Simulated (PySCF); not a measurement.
## Excitation energy of Ti by level of theory

Ti [Ar] 3d2 4s2 (3F) → Ti [Ar] 3d1 4s2 4p1 (high-spin determinant), as a difference of total energies. Calculation: PySCF 2.14, in aug-cc-pVQZ-DK (9s8p6d4f3g2h, 140 functions); the spin-free X2C one-electron Hamiltonian (Gaussian nucleus). Correlated levels: valence: [Ar] frozen. The calculations carry no spin-orbit coupling.

```csv
method,excitation energy (eV)
UHF,4.533
LDA,5.278
PBE,5.172
PBE0,5.023
r2SCAN,5.378
M06-L,5.160
r2SCANh,5.307
PBEsol,5.169
MP2 (valence),4.392
SCS-MP2 (valence),4.287
```

How much does correlation contribute at MP2 (valence)?

4.392 − (4.533) = -0.141 eV, measured against UHF.

The determinant of the upper state mixes LS terms, which raises its energy above the lowest term, most at the Hartree-Fock and MP2 levels.
